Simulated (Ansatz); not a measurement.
`C=CCCCCCCCCCC`. Charge 0, multiplicity 3. Geometry r2SCAN-D4/def2-SVP, that of the neutral singlet; atoms count from 1.

```tsv
atom	x (Å)	y (Å)	z (Å)
C1	-1.723	1.553	-5.858
C2	-1.894	2.237	-4.722
C3	-1.285	1.892	-3.397
C4	-2.342	1.587	-2.326
C5	-1.771	1.352	-0.927
C6	-0.872	0.124	-0.805
C7	-0.394	-0.139	0.621
C8	0.506	-1.369	0.735
C9	0.930	-1.727	2.161
C10	1.818	-0.684	2.839
C11	2.248	-1.047	4.262
C12	3.127	-2.291	4.360
H13	-2.210	1.858	-6.790
H14	-1.083	0.663	-5.897
H15	-2.549	3.121	-4.730
H16	-0.600	1.035	-3.521
H17	-0.667	2.741	-3.045
H18	-2.927	0.704	-2.643
H19	-3.060	2.426	-2.288
H20	-1.209	2.250	-0.605
H21	-2.610	1.252	-0.213
H22	0.011	0.234	-1.461
H23	-1.416	-0.765	-1.180
H24	0.137	0.757	0.990
H25	-1.271	-0.266	1.286
H26	1.409	-1.218	0.113
H27	-0.021	-2.233	0.292
H28	1.459	-2.696	2.134
H29	0.027	-1.892	2.781
H30	2.720	-0.518	2.216
H31	1.291	0.286	2.868
H32	2.789	-0.188	4.698
H33	1.346	-1.182	4.889
H34	3.471	-2.458	5.393
H35	2.592	-3.202	4.046
H36	4.022	-2.197	3.722
```

At PBE0-D4/def2-SVP a singlet of charge 0 lies 4.26 eV below the triplet at the same geometry.

Estimate the Mulliken populations of the heavy atoms from the PBE0/def2-SVP orbitals of Ansatz.


```tsv
atom	charge (e)	spin (α − β)
C1	-0.07	1.12
C2	-0.13	1.07
C3	-0.03	-0.12
C4	-0.06	0.04
C5	-0.04	0.01
C6	-0.08	0.00
C7	-0.08	0.00
C8	-0.04	0.00
C9	-0.05	0.00
C10	-0.09	0.00
C11	-0.08	0.00
C12	-0.09	0.00
```
Mulliken values depend strongly on the basis.

Where does the spin sit?

Summed by element: C 2.13, H -0.13, of 2 unpaired in all. Largest on single atoms: C1 1.12, C2 1.07, C3 -0.12.

And the Mayer bond orders between heavy atoms (over 0.3)?

C1–C2 0.96 (1.34 Å); C2–C3 1.07 (1.50 Å); C3–C4 1.04 (1.54 Å); C4–C5 1.08 (1.53 Å); C5–C6 1.06 (1.53 Å); C6–C7 1.08 (1.53 Å); C7–C8 1.07 (1.53 Å); C8–C9 1.09 (1.53 Å); C9–C10 1.06 (1.53 Å); C10–C11 1.08 (1.53 Å); C11–C12 1.09 (1.53 Å).
